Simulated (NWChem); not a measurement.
System: hydrogen bromide (HBr); SMILES Br

NWChem input:

```
start job
memory heap 200 mb stack 900 mb global 1100 mb
geometry units angstroms noautoz
  Br     0.000000     0.000000     0.049320
  H      0.000000     0.000000    -1.373047
end
basis spherical
  * library def2-tzvpd
end
dft
  xc b3lyp
  iterations 150
  mulliken
end
task dft energy
```

NWChem printed, in part:

```
             Northwest Computational Chemistry Package (NWChem) 7.3.0
             --------------------------------------------------------

 ORDER OF PRIMARY AXIS IS BEING SET TO 4
 C4V symmetry detected

                             Geometry "geometry" -> ""
                             -------------------------

 Output coordinates in angstroms (scale by  1.889725989 to convert to a.u.)

  No.       Tag          Charge          X              Y              Z
 ---- ---------------- ---------- -------------- -------------- --------------
    1 Br                  35.0000     0.00000000     0.00000000     0.03951019
    2 H                    1.0000     0.00000000     0.00000000    -1.38285681

 Effective nuclear repulsion energy (a.u.)      13.0213958247

      Symmetry information
      --------------------

 Group name             C4v
 Group number             18
 Group order               8
 No. of unique centers     2

                                 NWChem DFT Module
                                 -----------------

 Summary of "ao basis" -> "ao basis" (spherical)
 ------------------------------------------------------------------------------
       Tag                 Description            Shells   Functions and Types
 ---------------- ------------------------------  ------  ---------------------
 Br                        def2-tzvpd               19       57   7s6p5d1f
 H                         def2-tzvpd                5        9   3s2p

      Symmetry analysis of basis
      --------------------------

        a1         24
        a2          0
        b1          6
        b2          6
        e          30

            General Information
            -------------------
          SCF calculation type: DFT
          Wavefunction type:  closed shell.
          No. of atoms     :     2
          No. of electrons :    36
           Alpha electrons :    18
            Beta electrons :    18
          Charge           :     0
          Spin multiplicity:     1
          Use of symmetry is: on ; symmetry adaption is: on
          Maximum number of iterations: 150
          AO basis - number of functions:    66
                     number of shells:    24
          Convergence on energy requested:  1.00D-06
          Convergence on density requested:  1.00D-05
          Convergence on gradient requested:  5.00D-04

              XC Information
              --------------
                         B3LYP Method XC Potential
                     Hartree-Fock (Exact) Exchange  0.200
                        Slater Exchange Functional  0.800 local
                    Becke 1988 Exchange Functional  0.720 non-local
              Lee-Yang-Parr Correlation Functional  0.810
                  VWN I RPA Correlation Functional  0.190 local

             Grid Information
             ----------------
          Grid used for XC integration:  medium
          Radial quadrature: Mura-Knowles
          Angular quadrature: Lebedev.
          Tag              B.-S. Rad. Rad. Pts. Rad. Cut. Ang. Pts.
          ---              ---------- --------- --------- ---------
          Br                  1.15      112          10.0       590
          H                   0.35       45           9.0       434
          Grid pruning is: on
          Number of quadrature shells:   157
          Spatial weights used:  Erf1

      Superposition of Atomic Density Guess
      -------------------------------------

 Sum of atomic energies:       -2572.89913613

      Non-variational initial energy
      ------------------------------

 Total energy =   -2572.970844
 1-e energy   =   -3608.118711
 2-e energy   =    1022.126472
 HOMO         =      -0.403416
 LUMO         =       0.038191

      Symmetry analysis of molecular orbitals - initial
      -------------------------------------------------

 !! scf_movecs_sym_adapt:   12 vectors were symmetry contaminated

  Symmetry fudging

 !! scf_movecs_sym_adapt:   10 vectors were symmetry contaminated

  Numbering of irreducible representations:

     1 a1          2 a2          3 b1          4 b2          5 e

  Orbital symmetries:

     1 a1          2 a1          3 a1          4 e           5 e
     6 a1          7 a1          8 e           9 e          10 a1
    11 e          12 e          13 b1         14 b2         15 a1
    16 a1         17 e          18 e          19 a1         20 a1
    21 e          22 e          23 a1         24 e          25 e
    26 b1         27 b2         28 a1

     ---------------------------------------------
      Total Density - Mulliken Population Analysis
     ---------------------------------------------

    Atom       Charge   Shell Charges
 -----------   ------   -------------------------------------------------------
    1 Br  35    35.39   2.00  2.00  1.16  0.78  1.00  1.00  0.04  6.00  5.94  1.29  2.88  1.27  0.02  8.98  1.02 -0.01  0.02  0.00  0.00
    2 H    1     0.61   0.17  0.36  0.05  0.02  0.02

   convergence    iter        energy       DeltaE   RMS-Dens  Diis-err
 ---------------- ----- ----------------- --------- --------- ---------
 d= 0,ls=0.0,diis     1  -2574.7660627248 -2.59D+03  5.99D-03  5.06D-01
 d= 0,ls=0.0,diis     2  -2574.7769713071 -1.09D-02  3.68D-03  1.25D-01
 d= 0,ls=0.0,diis     3  -2574.7864834581 -9.51D-03  1.41D-03  2.94D-02
 d= 0,ls=0.0,diis     4  -2574.7899116200 -3.43D-03  2.00D-04  1.89D-04
 d= 0,ls=0.0,diis     5  -2574.7899360721 -2.45D-05  3.38D-05  1.70D-05
  Resetting Diis
 d= 0,ls=0.0,diis     6  -2574.7899377050 -1.63D-06  5.33D-06  3.00D-07
 d= 0,ls=0.0,diis     7  -2574.7899377423 -3.73D-08  2.02D-06  9.18D-09

         Total DFT energy =    -2574.789937742328
      One electron energy =    -3608.249724388181
           Coulomb energy =     1112.127750724532
    Exchange-Corr. energy =      -91.689359903378
 Nuclear repulsion energy =       13.021395824699

 Numeric. integr. density =       36.000004556543

                  Occupations of the irreducible representations
                  ----------------------------------------------

                     irrep           alpha         beta
                     --------     --------     --------
                     a1                8.0          8.0
                     a2                0.0          0.0
                     b1                1.0          1.0
                     b2                1.0          1.0
                     e                 8.0          8.0

                       DFT Final Molecular Orbital Analysis
                       ------------------------------------

 Vector   16  Occ=2.000000D+00  E=-4.506650D-01  Symmetry=a1
              MO Center=  1.5D-15, -5.7D-15, -2.7D-01, r^2= 1.6D+00
   Bfn.  Coefficient  Atom+Function         Bfn.  Coefficient  Atom+Function
  ----- ------------  ---------------      ----- ------------  ---------------
    19      0.375726  1 Br pz                13     -0.292819  1 Br pz
    16      0.265995  1 Br pz                59     -0.265536  2 H  s
     6      0.227249  1 Br s                  5      0.211784  1 Br s
    58     -0.165217  2 H  s                 22      0.155996  1 Br pz
     4     -0.122230  1 Br s                  3     -0.089852  1 Br s

 Vector   17  Occ=2.000000D+00  E=-3.133952D-01  Symmetry=e
              MO Center=  3.8D-15, -1.1D-15,  5.7D-04, r^2= 1.5D+00
   Bfn.  Coefficient  Atom+Function         Bfn.  Coefficient  Atom+Function
  ----- ------------  ---------------      ----- ------------  ---------------
    18      0.519277  1 Br py                12     -0.360932  1 Br py
    15      0.332129  1 Br py                21      0.297496  1 Br py
     9      0.109960  1 Br py                17     -0.047132  1 Br px
    11      0.032760  1 Br px                14     -0.030145  1 Br px
    65      0.029263  2 H  py                20     -0.027002  1 Br px

 Vector   18  Occ=2.000000D+00  E=-3.133952D-01  Symmetry=e
              MO Center= -1.3D-15, -6.1D-16,  5.7D-04, r^2= 1.5D+00
   Bfn.  Coefficient  Atom+Function         Bfn.  Coefficient  Atom+Function
  ----- ------------  ---------------      ----- ------------  ---------------
    17      0.519277  1 Br px                11     -0.360932  1 Br px
    14      0.332129  1 Br px                20      0.297496  1 Br px
     8      0.109960  1 Br px                18      0.047132  1 Br py
    12     -0.032760  1 Br py                15      0.030145  1 Br py
    64      0.029263  2 H  px                21      0.027002  1 Br py

 Vector   19  Occ=0.000000D+00  E=-3.031716D-02  Symmetry=a1
              MO Center= -2.0D-15,  4.3D-15, -8.2D-01, r^2= 4.6D+00
   Bfn.  Coefficient  Atom+Function         Bfn.  Coefficient  Atom+Function
  ----- ------------  ---------------      ----- ------------  ---------------
     7      1.169769  1 Br s                 60     -0.567146  2 H  s
    66     -0.504835  2 H  pz                19      0.352608  1 Br pz
    59      0.326736  2 H  s                  5     -0.290347  1 Br s
    48      0.248727  1 Br d  0              22     -0.195179  1 Br pz
    13     -0.178256  1 Br pz                 6     -0.173299  1 Br s

 Vector   20  Occ=0.000000D+00  E= 3.189474D-02  Symmetry=a1
              MO Center=  4.4D-14, -5.5D-15,  2.3D-01, r^2= 1.4D+01
   Bfn.  Coefficient  Atom+Function         Bfn.  Coefficient  Atom+Function
  ----- ------------  ---------------      ----- ------------  ---------------
    25      1.173811  1 Br pz                60      0.456097  2 H  s
     7     -0.267640  1 Br s                 43      0.083149  1 Br d  0
     5     -0.072646  1 Br s                 59      0.071583  2 H  s
    58      0.066610  2 H  s                  6     -0.055821  1 Br s
    19     -0.043701  1 Br pz                16     -0.040324  1 Br pz

[...]
```

Level: B3LYP/def2-TZVPD. Structure relaxed at the PBE0/def2-SVP level.
